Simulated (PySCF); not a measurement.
PySCF input (TPSSh/def2-TZVPD):

```python
from pyscf import gto, scf, dft

mol = gto.M(
    atom='''
    Be   -0.16099011   -0.75330412   -0.36115324
    Cl    1.23338061    0.37934056   -1.10525381
    Cl   -1.19550058   -0.20209253    1.19023104
    ''',
    basis='def2-tzvpd',
    charge=-1,
    spin=1,
    verbose=4,
)

mf = dft.UKS(mol, xc='tpssh').density_fit(auxbasis='def2-universal-jkfit')
mf.grids.level = 3
mf.conv_tol = 1e-9
mf.max_cycle = 100
mf.max_memory = 1500
mf.kernel()
if not mf.converged:
    mf = mf.newton()
    mf.kernel(mf.make_rdm1())
for _ in range(2):
    mo, _, stable, _ = mf.stability(return_status=True)
    if stable:
        break
    mf.kernel(mf.make_rdm1(mo, mf.mo_occ))
mf.analyze()
```

Output:

```
PySCF version 2.14.0

[INPUT] verbose = 4
[INPUT] num. atoms = 3
[INPUT] num. electrons = 39
[INPUT] charge = -1
[INPUT] spin (= nelec alpha-beta = 2S) = 1
[INPUT] symmetry False subgroup None
[INPUT] Mole.unit = angstrom
[INPUT] Symbol           X                Y                Z      unit          X                Y                Z       unit  Magmom
[INPUT]  1 Be    -0.160990110000  -0.753304120000  -0.361153240000 AA   -0.304227216664  -1.423538475306  -0.682480712599 Bohr   0.0
[INPUT]  2 Cl     1.233380610000   0.379340560000  -1.105253810000 AA    2.330751560249   0.716849766339  -2.088626999032 Bohr   0.0
[INPUT]  3 Cl    -1.195500580000  -0.202092530000   1.190231040000 AA   -2.259168677959  -0.381899533520   2.249210690556 Bohr   0.0

nuclear repulsion = 82.0962513931712
number of shells = 42
number of NR pGTOs = 175
number of NR cGTOs = 114
basis = def2-tzvpd
ecp = {}

******** <class 'pyscf.df.df_jk.DFUKS'> ********
method = DFUKS
initial guess = minao
damping factor = 0
level_shift factor = 0
DIIS = <class 'pyscf.scf.diis.CDIIS'>
diis_start_cycle = 1
diis_space = 8
diis_damp = 0
SCF conv_tol = 1e-09
SCF conv_tol_grad = None
SCF max_cycles = 100
direct_scf = False
number electrons alpha = 20  beta = 19
XC library pyscf.dft.libxc version 7.1.2
    S. Lehtola, C. Steigemann, M. J. T. Oliveira, and M. A. L. Marques,  SoftwareX 7, 1–5 (2018)
XC functionals = tpssh
    V. N. Staroverov, G. E. Scuseria, J. Tao, and J. P. Perdew,  J. Chem. Phys. 119, 12129 (2003)
radial grids:
    Treutler-Ahlrichs [JCP 102, 346 (1995); DOI:10.1063/1.469408] (M4) radial grids

becke partition: Becke, JCP 88, 2547 (1988); DOI:10.1063/1.454033
pruning grids: <function nwchem_prune>
grids dens level: 3
symmetrized grids: False
atomic radii adjust function: <function treutler_atomic_radii_adjust>
small_rho_cutoff = 0
Set gradient conv threshold to 3.16228e-05
tot grids = 51488
******** <class 'pyscf.df.df.DF'> ********
auxbasis = def2-universal-jkfit
init E= -935.368210168815
  alpha nocc = 20  HOMO = -0.121207431219826  LUMO = -0.0500247283947779
  beta  nocc = 19  HOMO = -0.357158014843396  LUMO = -0.12120743121983

WARN: HOMO -0.121207431219826 >= LUMO -0.12120743121983

cycle= 1 E= -935.314944078088  delta_E= 0.0533  |g|= 0.255  |ddm|= 1.11
  alpha nocc = 20  HOMO = 0.0659280674588238  LUMO = 0.154205809681396
[...]
  beta  nocc = 19  HOMO = -0.109856181167648  LUMO = 0.0849393725082415
  HOMO = 0.0338178807229  LUMO = 0.0849393725082  gap/eV = 1.39109
Extra cycle  E= -935.365412903245  delta_E= -2.09e-11  |g|= 9.38e-06  |ddm|= 9.25e-05
converged SCF energy = -935.365412903245  <S^2> = 0.75131511  2S+1 = 2.0013147
uhf_internal: lowest eigs of H = [0.14025381 0.16347776 0.18660713]
<class 'pyscf.df.df_jk.DFUKS'> wavefunction is stable in the internal stability analysis
**** SCF Summaries ****
Total Energy =                        -935.365412903244646
Nuclear Repulsion Energy =              82.096251393171215
One-electron Energy =                -1462.226294363536908
Two-electron Energy =                  444.764630067121004
Two-electron Coulomb Energy =          504.409319474077279
DFT Exchange-Correlation Energy =      -59.644689406956260
HOMO-LUMO gap [eV] =                     1.391086646888124
**** MO energy ****
                             alpha | beta                alpha | beta
MO #1   energy= -101.168611914716  | -101.168214063444  occ= 1 | 1
MO #2   energy= -101.168576939127  | -101.16817909701   occ= 1 | 1
MO #3   energy= -9.17161390527703  | -9.17123396820235  occ= 1 | 1
MO #4   energy= -9.17158381293058  | -9.17120387579845  occ= 1 | 1
MO #5   energy= -6.91515686219053  | -6.91438753776933  occ= 1 | 1
MO #6   energy= -6.91514596209793  | -6.91437300147164  occ= 1 | 1
MO #7   energy= -6.91281853076411  | -6.91264323628586  occ= 1 | 1
MO #8   energy= -6.91278247200809  | -6.91260722272405  occ= 1 | 1
MO #9   energy= -6.9122093584976   | -6.91166395016067  occ= 1 | 1
MO #10  energy= -6.91216722425648  | -6.91162547601663  occ= 1 | 1
MO #11  energy= -3.83518122799565  | -3.82869557747247  occ= 1 | 1
MO #12  energy= -0.596327384552634 | -0.594115172208874 occ= 1 | 1
MO #13  energy= -0.587450436182431 | -0.585306638698513 occ= 1 | 1
MO #14  energy= -0.202604195291549 | -0.198516636688254 occ= 1 | 1
MO #15  energy= -0.168436344292001 | -0.164958584093981 occ= 1 | 1
MO #16  energy= -0.138706047842711 | -0.137182111936794 occ= 1 | 1
MO #17  energy= -0.138519979191097 | -0.133153083831759 occ= 1 | 1
MO #18  energy= -0.120341270105269 | -0.119959175231904 occ= 1 | 1
MO #19  energy= -0.111629478088278 | -0.109856181167648 occ= 1 | 1
MO #20  energy= 0.033817880722939  | 0.0849393725082415 occ= 1 | 0
MO #21  energy= 0.126393016438051  | 0.136048061030529  occ= 0 | 0
MO #22  energy= 0.13005063242339   | 0.140461857715259  occ= 0 | 0
MO #23  energy= 0.134465851736904  | 0.141045093769634  occ= 0 | 0
MO #24  energy= 0.143909242616133  | 0.166613115126429  occ= 0 | 0
MO #25  energy= 0.165251562751055  | 0.176932583783154  occ= 0 | 0
MO #26  energy= 0.166945666863275  | 0.177621940083568  occ= 0 | 0
MO #27  energy= 0.189172255665339  | 0.194903932654519  occ= 0 | 0
MO #28  energy= 0.191186863120082  | 0.196002846162176  occ= 0 | 0
MO #29  energy= 0.192156496887541  | 0.202904095214947  occ= 0 | 0
MO #30  energy= 0.202705327347237  | 0.214173510851057  occ= 0 | 0
MO #31  energy= 0.208689985762535  | 0.214610031052948  occ= 0 | 0
MO #32  energy= 0.278990417309787  | 0.282610487144743  occ= 0 | 0
MO #33  energy= 0.291289886110971  | 0.301054326332067  occ= 0 | 0
MO #34  energy= 0.299745472698061  | 0.307037784460752  occ= 0 | 0
MO #35  energy= 0.311555070603292  | 0.313068207717247  occ= 0 | 0
MO #36  energy= 0.333391158991321  | 0.335089462618197  occ= 0 | 0
MO #37  energy= 0.346630124426256  | 0.344830312667464  occ= 0 | 0
MO #38  energy= 0.349586605536671  | 0.347857121645945  occ= 0 | 0
MO #39  energy= 0.353810460443439  | 0.357098929525138  occ= 0 | 0
MO #40  energy= 0.364826272362692  | 0.367468175094497  occ= 0 | 0
MO #41  energy= 0.373178295979507  | 0.372839009656479  occ= 0 | 0
MO #42  energy= 0.382889656076448  | 0.38189623263361   occ= 0 | 0
MO #43  energy= 0.386299330972316  | 0.387625019646363  occ= 0 | 0
MO #44  energy= 0.411018157851744  | 0.411532890206356  occ= 0 | 0
MO #45  energy= 0.437226864961332  | 0.438979734785697  occ= 0 | 0
MO #46  energy= 0.491970640873088  | 0.503148944162843  occ= 0 | 0
MO #47  energy= 0.504029613974116  | 0.524113491972804  occ= 0 | 0
MO #48  energy= 0.539558785066227  | 0.546985823185168  occ= 0 | 0
MO #49  energy= 0.574596272630234  | 0.57983285129707   occ= 0 | 0
MO #50  energy= 0.614655650846262  | 0.621981255101298  occ= 0 | 0
MO #51  energy= 0.621119931170656  | 0.622019683255418  occ= 0 | 0
MO #52  energy= 0.632907437757313  | 0.635479625896872  occ= 0 | 0
MO #53  energy= 0.676905109038395  | 0.677754970389621  occ= 0 | 0
MO #54  energy= 0.681042071257491  | 0.67939325870329   occ= 0 | 0
MO #55  energy= 0.703876138424707  | 0.70788622028059   occ= 0 | 0
MO #56  energy= 0.719244006966432  | 0.720660130813751  occ= 0 | 0
MO #57  energy= 0.719340387024455  | 0.725111523908642  occ= 0 | 0
MO #58  energy= 0.757897605414701  | 0.759743526171285  occ= 0 | 0
MO #59  energy= 0.777140113511639  | 0.779048624945165  occ= 0 | 0
MO #60  energy= 0.778715426287626  | 0.779558325206212  occ= 0 | 0
MO #61  energy= 0.782128584899936  | 0.784699352153697  occ= 0 | 0
MO #62  energy= 0.795224177321962  | 0.797955762120366  occ= 0 | 0
MO #63  energy= 0.824527074554003  | 0.828073119834457  occ= 0 | 0
MO #64  energy= 0.829396157971326  | 0.833287936328513  occ= 0 | 0
MO #65  energy= 0.834035364814975  | 0.834071916380255  occ= 0 | 0
MO #66  energy= 0.902861504771668  | 0.913461195768249  occ= 0 | 0
MO #67  energy= 0.942906555501139  | 0.942372589059395  occ= 0 | 0
MO #68  energy= 0.956505040883306  | 0.95908337680132   occ= 0 | 0
MO #69  energy= 1.01422377351615   | 1.01872096611503   occ= 0 | 0
MO #70  energy= 1.06248507598535   | 1.05358725905223   occ= 0 | 0
MO #71  energy= 1.24534913018021   | 1.24872906260772   occ= 0 | 0
MO #72  energy= 1.33236110029175   | 1.33453202856186   occ= 0 | 0
MO #73  energy= 2.09366810858699   | 2.09468039583211   occ= 0 | 0
MO #74  energy= 2.09677071329023   | 2.09759434236859   occ= 0 | 0
MO #75  energy= 2.09760441383478   | 2.0989099816788    occ= 0 | 0
MO #76  energy= 2.10117427647955   | 2.10215531166323   occ= 0 | 0
MO #77  energy= 2.11856071510424   | 2.12078183984178   occ= 0 | 0
MO #78  energy= 2.13984492281816   | 2.14162273838961   occ= 0 | 0
MO #79  energy= 2.14345090099631   | 2.14575293503925   occ= 0 | 0
MO #80  energy= 2.1730270021749    | 2.17528079293053   occ= 0 | 0
MO #81  energy= 2.17372158461104   | 2.17586519145487   occ= 0 | 0
MO #82  energy= 2.18260041287616   | 2.1841493040802    occ= 0 | 0
MO #83  energy= 2.27339760987276   | 2.27546416987221   occ= 0 | 0
MO #84  energy= 2.27398714846725   | 2.27591077477184   occ= 0 | 0
MO #85  energy= 2.28090005409305   | 2.28220955223497   occ= 0 | 0
MO #86  energy= 2.28102809845664   | 2.28221691585373   occ= 0 | 0
MO #87  energy= 2.28297559976542   | 2.28393726871202   occ= 0 | 0
MO #88  energy= 2.2830314276691    | 2.28398250719462   occ= 0 | 0
MO #89  energy= 2.28490676820591   | 2.28781223756328   occ= 0 | 0
MO #90  energy= 2.30555147166515   | 2.30798479742526   occ= 0 | 0
MO #91  energy= 2.32546521809748   | 2.32955618738216   occ= 0 | 0
MO #92  energy= 2.37998414224925   | 2.38146710928481   occ= 0 | 0
MO #93  energy= 2.40678696667948   | 2.41100452186108   occ= 0 | 0
MO #94  energy= 2.49015897293476   | 2.49114481781429   occ= 0 | 0
MO #95  energy= 2.49799964212178   | 2.49890822811532   occ= 0 | 0
MO #96  energy= 2.53596122372204   | 2.53705892505057   occ= 0 | 0
MO #97  energy= 2.54554241147279   | 2.54674436883397   occ= 0 | 0
MO #98  energy= 2.54803126641151   | 2.5515845381417    occ= 0 | 0
MO #99  energy= 2.58821092213155   | 2.5884699677926    occ= 0 | 0
MO #100 energy= 2.59408600701256   | 2.59601945174672   occ= 0 | 0
MO #101 energy= 2.77062238355538   | 2.77360939851142   occ= 0 | 0
MO #102 energy= 2.77393854133717   | 2.77707781869022   occ= 0 | 0
MO #103 energy= 5.42543167924666   | 5.4316764720032    occ= 0 | 0
MO #104 energy= 5.74823350634691   | 5.76226062249428   occ= 0 | 0
[...]
```
